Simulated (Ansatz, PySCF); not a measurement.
This triplet is an excited state, 2.18 eV above the relaxed singlet at the level frozen-core CCSD(T)/cc-pVTZ // PBE0-D3(BJ)/def2-TZVP (Ansatz, a first-principles code).

# H₂OSSi, SMILES `O[Si]S` (excited triplet; H–O–Si–S torsion 90°, O–Si–S–H torsion 87°) (charge 0, multiplicity 3)

The numbers are results of PySCF 2.14.0 with PBE0-D3(BJ)/def2-TZVP, not measurements.

```yaml
highest_occupied_spin_orbital: -5.13 eV
dipole_moment: 0.147 e·Å
total_energy: -20784.09 eV
cost: about 60 core-seconds (a rough figure)
```

```xyz
5

O     -1.5295     0.2130     0.0927
Si    -0.2064    -0.7725    -0.0364
S      1.6544    -0.0812    -0.7746
H     -2.1012     0.2531    -0.6785
H      2.1828     0.3876     0.3760
```
Charge 0, spin multiplicity 3.
